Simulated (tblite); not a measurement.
Compound: C₆H₆O₄.
SMILES with atom numbers: `[CH3:1][C:2](=[O:3])[O:4][C:5]1=[CH:6][O:7][CH:8]=[CH:9][O:10]1` (hydrogens: H11, H12, H13 on C1; H14 on C6; H15 on C8; H16 on C9)

Computed with GFN2-xTB (tblite), gas phase: Langevin dynamics at 300 K from the optimised GFN2-xTB geometry, time step 0.5 fs, friction 0.01 fs⁻¹, 2000 steps. The instantaneous temperature is 2·E(kin)/(3Nk) with all 3N coordinates.

```json
{"t (fs)": "0", "T (K)": "244", "E(pot) above start (eV)": "0.000", "C1–C2 (Å)": "1.502", "C2=O3 (Å)": "1.200", "C2–O4 (Å)": "1.349", "O4–C5 (Å)": "1.366", "C5=C6 (Å)": "1.327", "C1–H11 (Å)": "1.085", "C1–C2–O4–C5 (°)": "179"}
{"t (fs)": "25", "T (K)": "158", "E(pot) above start (eV)": "0.237", "C1–C2 (Å)": "1.501", "C2=O3 (Å)": "1.224", "C2–O4 (Å)": "1.353", "O4–C5 (Å)": "1.389", "C5=C6 (Å)": "1.331", "C1–H11 (Å)": "1.039", "C1–C2–O4–C5 (°)": "-177"}
{"t (fs)": "50", "T (K)": "207", "E(pot) above start (eV)": "0.299", "C1–C2 (Å)": "1.518", "C2=O3 (Å)": "1.184", "C2–O4 (Å)": "1.352", "O4–C5 (Å)": "1.371", "C5=C6 (Å)": "1.332", "C1–H11 (Å)": "1.101", "C1–C2–O4–C5 (°)": "-175"}
{"t (fs)": "75", "T (K)": "165", "E(pot) above start (eV)": "0.393", "C1–C2 (Å)": "1.465", "C2=O3 (Å)": "1.193", "C2–O4 (Å)": "1.331", "O4–C5 (Å)": "1.398", "C5=C6 (Å)": "1.356", "C1–H11 (Å)": "1.117", "C1–C2–O4–C5 (°)": "-178"}
{"t (fs)": "100", "T (K)": "182", "E(pot) above start (eV)": "0.532", "C1–C2 (Å)": "1.502", "C2=O3 (Å)": "1.233", "C2–O4 (Å)": "1.392", "O4–C5 (Å)": "1.352", "C5=C6 (Å)": "1.316", "C1–H11 (Å)": "1.045", "C1–C2–O4–C5 (°)": "-179"}
{"t (fs)": "125", "T (K)": "195", "E(pot) above start (eV)": "0.380", "C1–C2 (Å)": "1.529", "C2=O3 (Å)": "1.186", "C2–O4 (Å)": "1.396", "O4–C5 (Å)": "1.348", "C5=C6 (Å)": "1.343", "C1–H11 (Å)": "1.097", "C1–C2–O4–C5 (°)": "-169"}
{"t (fs)": "150", "T (K)": "215", "E(pot) above start (eV)": "0.254", "C1–C2 (Å)": "1.481", "C2=O3 (Å)": "1.206", "C2–O4 (Å)": "1.339", "O4–C5 (Å)": "1.350", "C5=C6 (Å)": "1.332", "C1–H11 (Å)": "1.109", "C1–C2–O4–C5 (°)": "-170"}
{"t (fs)": "175", "T (K)": "268", "E(pot) above start (eV)": "0.258", "C1–C2 (Å)": "1.482", "C2=O3 (Å)": "1.208", "C2–O4 (Å)": "1.358", "O4–C5 (Å)": "1.361", "C5=C6 (Å)": "1.332", "C1–H11 (Å)": "1.062", "C1–C2–O4–C5 (°)": "-171"}
{"t (fs)": "200", "T (K)": "230", "E(pot) above start (eV)": "0.408", "C1–C2 (Å)": "1.565", "C2=O3 (Å)": "1.191", "C2–O4 (Å)": "1.367", "O4–C5 (Å)": "1.354", "C5=C6 (Å)": "1.325", "C1–H11 (Å)": "1.073", "C1–C2–O4–C5 (°)": "-177"}
{"t (fs)": "225", "T (K)": "286", "E(pot) above start (eV)": "0.375", "C1–C2 (Å)": "1.514", "C2=O3 (Å)": "1.208", "C2–O4 (Å)": "1.352", "O4–C5 (Å)": "1.377", "C5=C6 (Å)": "1.318", "C1–H11 (Å)": "1.117", "C1–C2–O4–C5 (°)": "178"}
{"t (fs)": "250", "T (K)": "247", "E(pot) above start (eV)": "0.421", "C1–C2 (Å)": "1.474", "C2=O3 (Å)": "1.228", "C2–O4 (Å)": "1.342", "O4–C5 (Å)": "1.375", "C5=C6 (Å)": "1.346", "C1–H11 (Å)": "1.104", "C1–C2–O4–C5 (°)": "175"}
{"t (fs)": "275", "T (K)": "227", "E(pot) above start (eV)": "0.450", "C1–C2 (Å)": "1.541", "C2=O3 (Å)": "1.157", "C2–O4 (Å)": "1.393", "O4–C5 (Å)": "1.390", "C5=C6 (Å)": "1.312", "C1–H11 (Å)": "1.059", "C1–C2–O4–C5 (°)": "-179"}
{"t (fs)": "300", "T (K)": "346", "E(pot) above start (eV)": "0.457", "C1–C2 (Å)": "1.523", "C2=O3 (Å)": "1.219", "C2–O4 (Å)": "1.344", "O4–C5 (Å)": "1.397", "C5=C6 (Å)": "1.324", "C1–H11 (Å)": "1.089", "C1–C2–O4–C5 (°)": "180"}
{"t (fs)": "325", "T (K)": "288", "E(pot) above start (eV)": "0.470", "C1–C2 (Å)": "1.428", "C2=O3 (Å)": "1.221", "C2–O4 (Å)": "1.324", "O4–C5 (Å)": "1.364", "C5=C6 (Å)": "1.348", "C1–H11 (Å)": "1.128", "C1–C2–O4–C5 (°)": "177"}
{"t (fs)": "350", "T (K)": "329", "E(pot) above start (eV)": "0.451", "C1–C2 (Å)": "1.522", "C2=O3 (Å)": "1.177", "C2–O4 (Å)": "1.390", "O4–C5 (Å)": "1.351", "C5=C6 (Å)": "1.338", "C1–H11 (Å)": "1.079", "C1–C2–O4–C5 (°)": "172"}
{"t (fs)": "375", "T (K)": "303", "E(pot) above start (eV)": "0.601", "C1–C2 (Å)": "1.550", "C2=O3 (Å)": "1.214", "C2–O4 (Å)": "1.395", "O4–C5 (Å)": "1.340", "C5=C6 (Å)": "1.312", "C1–H11 (Å)": "1.075", "C1–C2–O4–C5 (°)": "172"}
{"t (fs)": "400", "T (K)": "299", "E(pot) above start (eV)": "0.506", "C1–C2 (Å)": "1.494", "C2=O3 (Å)": "1.232", "C2–O4 (Å)": "1.298", "O4–C5 (Å)": "1.349", "C5=C6 (Å)": "1.344", "C1–H11 (Å)": "1.079", "C1–C2–O4–C5 (°)": "-173"}
{"t (fs)": "425", "T (K)": "346", "E(pot) above start (eV)": "0.543", "C1–C2 (Å)": "1.499", "C2=O3 (Å)": "1.167", "C2–O4 (Å)": "1.358", "O4–C5 (Å)": "1.371", "C5=C6 (Å)": "1.335", "C1–H11 (Å)": "1.099", "C1–C2–O4–C5 (°)": "-176"}
{"t (fs)": "450", "T (K)": "346", "E(pot) above start (eV)": "0.356", "C1–C2 (Å)": "1.514", "C2=O3 (Å)": "1.220", "C2–O4 (Å)": "1.400", "O4–C5 (Å)": "1.371", "C5=C6 (Å)": "1.339", "C1–H11 (Å)": "1.119", "C1–C2–O4–C5 (°)": "-169"}
{"t (fs)": "475", "T (K)": "193", "E(pot) above start (eV)": "0.511", "C1–C2 (Å)": "1.509", "C2=O3 (Å)": "1.199", "C2–O4 (Å)": "1.360", "O4–C5 (Å)": "1.381", "C5=C6 (Å)": "1.328", "C1–H11 (Å)": "1.137", "C1–C2–O4–C5 (°)": "-178"}
{"t (fs)": "500", "T (K)": "235", "E(pot) above start (eV)": "0.390", "C1–C2 (Å)": "1.454", "C2=O3 (Å)": "1.175", "C2–O4 (Å)": "1.342", "O4–C5 (Å)": "1.375", "C5=C6 (Å)": "1.321", "C1–H11 (Å)": "1.076", "C1–C2–O4–C5 (°)": "-177"}
{"t (fs)": "525", "T (K)": "181", "E(pot) above start (eV)": "0.476", "C1–C2 (Å)": "1.524", "C2=O3 (Å)": "1.216", "C2–O4 (Å)": "1.379", "O4–C5 (Å)": "1.374", "C5=C6 (Å)": "1.362", "C1–H11 (Å)": "1.039", "C1–C2–O4–C5 (°)": "-179"}
{"t (fs)": "550", "T (K)": "286", "E(pot) above start (eV)": "0.466", "C1–C2 (Å)": "1.504", "C2=O3 (Å)": "1.197", "C2–O4 (Å)": "1.360", "O4–C5 (Å)": "1.370", "C5=C6 (Å)": "1.333", "C1–H11 (Å)": "1.117", "C1–C2–O4–C5 (°)": "172"}
{"t (fs)": "575", "T (K)": "295", "E(pot) above start (eV)": "0.424", "C1–C2 (Å)": "1.462", "C2=O3 (Å)": "1.180", "C2–O4 (Å)": "1.347", "O4–C5 (Å)": "1.411", "C5=C6 (Å)": "1.315", "C1–H11 (Å)": "1.139", "C1–C2–O4–C5 (°)": "163"}
{"t (fs)": "600", "T (K)": "314", "E(pot) above start (eV)": "0.506", "C1–C2 (Å)": "1.477", "C2=O3 (Å)": "1.209", "C2–O4 (Å)": "1.439", "O4–C5 (Å)": "1.398", "C5=C6 (Å)": "1.319", "C1–H11 (Å)": "1.060", "C1–C2–O4–C5 (°)": "159"}
{"t (fs)": "625", "T (K)": "310", "E(pot) above start (eV)": "0.715", "C1–C2 (Å)": "1.485", "C2=O3 (Å)": "1.172", "C2–O4 (Å)": "1.394", "O4–C5 (Å)": "1.331", "C5=C6 (Å)": "1.332", "C1–H11 (Å)": "1.069", "C1–C2–O4–C5 (°)": "168"}
{"t (fs)": "650", "T (K)": "278", "E(pot) above start (eV)": "0.560", "C1–C2 (Å)": "1.488", "C2=O3 (Å)": "1.210", "C2–O4 (Å)": "1.332", "O4–C5 (Å)": "1.346", "C5=C6 (Å)": "1.331", "C1–H11 (Å)": "1.119", "C1–C2–O4–C5 (°)": "161"}
{"t (fs)": "675", "T (K)": "326", "E(pot) above start (eV)": "0.628", "C1–C2 (Å)": "1.523", "C2=O3 (Å)": "1.190", "C2–O4 (Å)": "1.399", "O4–C5 (Å)": "1.381", "C5=C6 (Å)": "1.309", "C1–H11 (Å)": "1.062", "C1–C2–O4–C5 (°)": "158"}
{"t (fs)": "700", "T (K)": "320", "E(pot) above start (eV)": "0.705", "C1–C2 (Å)": "1.545", "C2=O3 (Å)": "1.187", "C2–O4 (Å)": "1.352", "O4–C5 (Å)": "1.372", "C5=C6 (Å)": "1.330", "C1–H11 (Å)": "1.047", "C1–C2–O4–C5 (°)": "169"}
{"t (fs)": "725", "T (K)": "343", "E(pot) above start (eV)": "0.773", "C1–C2 (Å)": "1.452", "C2=O3 (Å)": "1.205", "C2–O4 (Å)": "1.329", "O4–C5 (Å)": "1.391", "C5=C6 (Å)": "1.352", "C1–H11 (Å)": "1.123", "C1–C2–O4–C5 (°)": "175"}
{"t (fs)": "750", "T (K)": "311", "E(pot) above start (eV)": "0.506", "C1–C2 (Å)": "1.543", "C2=O3 (Å)": "1.175", "C2–O4 (Å)": "1.408", "O4–C5 (Å)": "1.371", "C5=C6 (Å)": "1.309", "C1–H11 (Å)": "1.104", "C1–C2–O4–C5 (°)": "174"}
{"t (fs)": "775", "T (K)": "312", "E(pot) above start (eV)": "0.608", "C1–C2 (Å)": "1.481", "C2=O3 (Å)": "1.201", "C2–O4 (Å)": "1.429", "O4–C5 (Å)": "1.364", "C5=C6 (Å)": "1.328", "C1–H11 (Å)": "1.043", "C1–C2–O4–C5 (°)": "177"}
{"t (fs)": "800", "T (K)": "250", "E(pot) above start (eV)": "0.614", "C1–C2 (Å)": "1.460", "C2=O3 (Å)": "1.212", "C2–O4 (Å)": "1.337", "O4–C5 (Å)": "1.424", "C5=C6 (Å)": "1.299", "C1–H11 (Å)": "1.118", "C1–C2–O4–C5 (°)": "-177"}
{"t (fs)": "825", "T (K)": "200", "E(pot) above start (eV)": "0.504", "C1–C2 (Å)": "1.541", "C2=O3 (Å)": "1.190", "C2–O4 (Å)": "1.333", "O4–C5 (Å)": "1.391", "C5=C6 (Å)": "1.326", "C1–H11 (Å)": "1.100", "C1–C2–O4–C5 (°)": "-179"}
{"t (fs)": "850", "T (K)": "208", "E(pot) above start (eV)": "0.411", "C1–C2 (Å)": "1.536", "C2=O3 (Å)": "1.187", "C2–O4 (Å)": "1.418", "O4–C5 (Å)": "1.395", "C5=C6 (Å)": "1.339", "C1–H11 (Å)": "1.067", "C1–C2–O4–C5 (°)": "-174"}
{"t (fs)": "875", "T (K)": "190", "E(pot) above start (eV)": "0.480", "C1–C2 (Å)": "1.455", "C2=O3 (Å)": "1.214", "C2–O4 (Å)": "1.342", "O4–C5 (Å)": "1.362", "C5=C6 (Å)": "1.302", "C1–H11 (Å)": "1.064", "C1–C2–O4–C5 (°)": "-168"}
{"t (fs)": "900", "T (K)": "286", "E(pot) above start (eV)": "0.318", "C1–C2 (Å)": "1.540", "C2=O3 (Å)": "1.180", "C2–O4 (Å)": "1.376", "O4–C5 (Å)": "1.384", "C5=C6 (Å)": "1.332", "C1–H11 (Å)": "1.101", "C1–C2–O4–C5 (°)": "-173"}
{"t (fs)": "925", "T (K)": "290", "E(pot) above start (eV)": "0.347", "C1–C2 (Å)": "1.517", "C2=O3 (Å)": "1.207", "C2–O4 (Å)": "1.376", "O4–C5 (Å)": "1.395", "C5=C6 (Å)": "1.328", "C1–H11 (Å)": "1.094", "C1–C2–O4–C5 (°)": "179"}
{"t (fs)": "950", "T (K)": "351", "E(pot) above start (eV)": "0.436", "C1–C2 (Å)": "1.475", "C2=O3 (Å)": "1.217", "C2–O4 (Å)": "1.338", "O4–C5 (Å)": "1.390", "C5=C6 (Å)": "1.343", "C1–H11 (Å)": "1.070", "C1–C2–O4–C5 (°)": "178"}
{"t (fs)": "975", "T (K)": "203", "E(pot) above start (eV)": "0.508", "C1–C2 (Å)": "1.500", "C2=O3 (Å)": "1.172", "C2–O4 (Å)": "1.366", "O4–C5 (Å)": "1.364", "C5=C6 (Å)": "1.322", "C1–H11 (Å)": "1.086", "C1–C2–O4–C5 (°)": "-176"}
{"t (fs)": "1000", "T (K)": "264", "E(pot) above start (eV)": "0.378", "C1–C2 (Å)": "1.509", "C2=O3 (Å)": "1.218", "C2–O4 (Å)": "1.404", "O4–C5 (Å)": "1.415", "C5=C6 (Å)": "1.309", "C1–H11 (Å)": "1.082", "C1–C2–O4–C5 (°)": "-179"}
```

**Question.** From 500 fs on, how do temperature and potential energy compare with equipartition?

**Answer.** The mean temperature of these 21 frames is 274 K against the target 300 K, and the mean potential energy 0.51 eV against 42 × kT/2 = 0.54 eV for 42 classical harmonic modes. For 16 atoms in a canonical ensemble the temperature itself scatters by T·√(2/(3N)) = 61 K; here its standard deviation is 51 K. The whole run lasts only 10 friction times of 100 fs, so these averages carry a wide statistical error.

**Question.** What are the kinetic and total energies of the listed frame with the highest potential energy?

**Answer.** The one at 725 fs, 0.773 eV above the start. Its kinetic energy is 3NkT/2 = 0.710 eV at 343 K, so the sum is 1.48 eV; over the listed frames the sum runs from 0.50 to 1.48 eV, since the thermostat adds and removes energy.

**Question.** How much do the listed bonds fluctuate from 500 fs on?

**Answer.** 
```tsv
bond	at the start (Å)	mean (Å)	standard deviation (Å)
C1–C2	1.502	1.499	0.032
C2=O3	1.200	1.196	0.016
C2–O4	1.349	1.371	0.034
O4–C5	1.366	1.381	0.022
C5=C6	1.327	1.326	0.015
C1–H11	1.085	1.085	0.028
```

The motion is classical and holds no zero-point motion.

What follows is the cost of the whole dynamics run. Hardware: an Arm Neoverse V1 with one thread, no GPU (shared host). Cost: 13 s, 0.18 GiB resident at most.
